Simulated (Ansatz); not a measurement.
System (SMILES): [Si]Cl (Si-Cl), doublet.
Atoms: Si1, Cl2. Bonds: Si1-Cl2.

Basis-set convergence of the highest harmonic wavenumber at HF with Ansatz (a first-principles code). Each level at its own minimum, finite differences of forces, unscaled; the reference is a large set that could be run, not a limit. Cartesian d functions, on some or all atoms, in 6-311G**, 6-311+G**; all else is spherical. The program fits the integrals of some runs and decomposes those of others, by size. Open shells are unrestricted. No added dispersion term, no relativity. Reference: the value in def2-QZVPPD, 527 cm⁻¹. Deviations are taken from unrounded values.

| basis | functions | highest harmonic wavenumber (cm⁻¹) |
|---|---|---|
| def2-SVP | 36 | 537 |
| def2-SVPD | 51 | 510 |
| pcseg-1 | 36 | 516 |
| aug-pcseg-1 | 54 | 509 |
| cc-pV(D+d)Z | 46 | 520 |
| aug-cc-pV(D+d)Z | 64 | 509 |
| 6-311G** | 54 | 517 |
| 6-311+G** | 62 | 519 |
| pcseg-2 | 68 | 530 |
| aug-pcseg-2 | 100 | 525 |
| def2-TZVP | 74 | 530 |
| def2-TZVPD | 89 | 527 |
| cc-pV(T+d)Z | 78 | 529 |
| aug-cc-pV(T+d)Z | 110 | 526 |
| def2-TZVPP | 84 | 530 |
| def2-TZVPPD | 99 | 527 |
| def2-QZVPP | 140 | 527 |
| def2-QZVPPD | 155 | 527 |

What the diffuse functions change, pair by pair:
- def2-SVP to def2-SVPD: 15 more functions, deviation 10 to -17 cm⁻¹
- pcseg-1 to aug-pcseg-1: 18 more functions, deviation -11 to -18 cm⁻¹
- cc-pV(D+d)Z to aug-cc-pV(D+d)Z: 18 more functions, deviation -7 to -18 cm⁻¹
- 6-311G** to 6-311+G**: 8 more functions, deviation -10 to -8 cm⁻¹
- pcseg-2 to aug-pcseg-2: 32 more functions, deviation 3 to -2 cm⁻¹
- def2-TZVP to def2-TZVPD: 15 more functions, deviation 3 to 0 cm⁻¹
- cc-pV(T+d)Z to aug-cc-pV(T+d)Z: 32 more functions, deviation 2 to -1 cm⁻¹
- def2-TZVPP to def2-TZVPPD: 15 more functions, deviation 3 to 0 cm⁻¹
- def2-QZVPP to def2-QZVPPD: 15 more functions, deviation 0 to 0 cm⁻¹

Leaving out the reference's own pair, they bring the value nearer the reference by more than 1 cm⁻¹ in 5 of 8 pairs.
